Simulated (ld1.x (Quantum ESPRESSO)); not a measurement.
Which change was made? (Al, TM)

* Element: aluminium
* Generator: ld1.x (Quantum ESPRESSO) 7.5
* Type: norm-conserving Troullier–Martins (Kleinman–Bylander form)
* Functional: PBE
* Relativity: scalar-relativistic
* Frozen core: [Ne]
* Valence charge: 3
* Reference configuration: 3s2 3p1
* Partial waves: 3p (bound): rc 1.80 bohr; 3s (bound): rc 1.95 bohr
* Local potential: the s channel
* Core correction: none

Cutoffs, loose and tight: the cutoffs (Ry, on a coarse ladder) from which the occupation-weighted sum of valence levels, in a spherical-Bessel basis at the reference potential, stays within 10 and 1 mRy of its value at 400 Ry. They do not see the model core or the augmentation charge, which bear on the density cutoff. Test errors are all-electron minus pseudo excitation energies from the reference, over the configurations 3s2 3p0; 3s1 3p0; 3s2 3p0.5; 3s0 3p3; 3s1 3p2; 3s1 3p1; 3s2 3p1.3; variants that change the core or the reference have their own tests.

The base gives: outcome: generated; cutoff, loose: 10 Ry; cutoff, tight: 30 Ry; bound ghosts: none; largest test error (meV): +40.

Question: After one change the result is: outcome: generated; cutoff, loose: 10 Ry; cutoff, tight: 30 Ry; bound ghosts: none; largest test error (meV): +8.6. Which change was it?
A. core correction a·sin(br)/r model core inside 0.84 bohr
B. core correction a·sin(br)/r model core inside 1.84 bohr
C. core correction a·sin(br)/r model core inside 2.02 bohr

Answer: A. The others give: core correction a·sin(br)/r model core inside 1.84 bohr → outcome: generated; cutoff, loose: 10 Ry; cutoff, tight: 30 Ry; bound ghosts: none; largest test error (meV): +14 | core correction a·sin(br)/r model core inside 2.02 bohr → outcome: generated; cutoff, loose: 10 Ry; cutoff, tight: 30 Ry; bound ghosts: none; largest test error (meV): +26.
